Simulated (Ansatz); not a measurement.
Program: Ansatz. Geometries: PBE0-D4/def2-TZVP. ΔE: electronic, gas phase. CBS: MP2 limit from def2 TZ/QZ plus the TZ coupled-cluster correction, frozen cores. This one scheme is used for every species. Functionals use def2-TZVPP. B3LYP here is the variant with VWN-RPA as its local correlation; programs differ in this. For As outer-core shells are correlated without core-valence functions, which leaves a few kJ/mol of doubt a bond. Scalar relativity is left out up to krypton. Each species was taken in one conformer, which may not be the lowest.

`CN[SiH2][AsH2]` + ethylene → `C=C[SiH2][AsH2]` + CH₃NH₂  (formal exchange of groups at the Si–N bond)

```csv
level,ΔE (kcal/mol),difference from CCSD(T)/CBS
PBE-D4,8.8,-1.7
r2SCAN-D4,10.0,-0.5
PBE0-D4,9.4,-1.1
B3LYP-D4,10.7,0.2
ωB97X-V,10.6,0.1
ωB97M-V,10.8,0.3
B2PLYP,10.7,0.2
PBE,8.7,-1.8
r2SCAN,10.0,-0.5
PBE0,9.4,-1.1
B3LYP,10.5,0.0
HF/def2-TZVPP,12.0,1.5
MP2/def2-TZVPP,10.6,0.1
SCS-MP2/def2-TZVPP,10.8,0.3
CCSD/def2-TZVPP,10.7,0.2
CCSD(T)/def2-TZVPP,10.4,-0.1
HF/def2-QZVPP,12.1,1.6
MP2/def2-QZVPP,10.7,0.2
SCS-MP2/def2-QZVPP,10.9,0.4
HF/CBS(def2),12.1,1.6
MP2/CBS(def2),10.7,0.2
CCSD/CBS(def2),10.8,0.3
CCSD(T)/CBS,10.5,0
```

Largest T1 diagnostic among the species: 0.012.

In def2-TZVPP, CCSD(T) changes the Hartree–Fock value by −1.6 kcal/mol (the triples alone add −0.4 kcal/mol) and MP2 by −1.5 kcal/mol.

CCSD(T)/CBS has its own doubt, a few kJ/mol and more with outer-core shells, so smaller differences from it don't rank the levels.
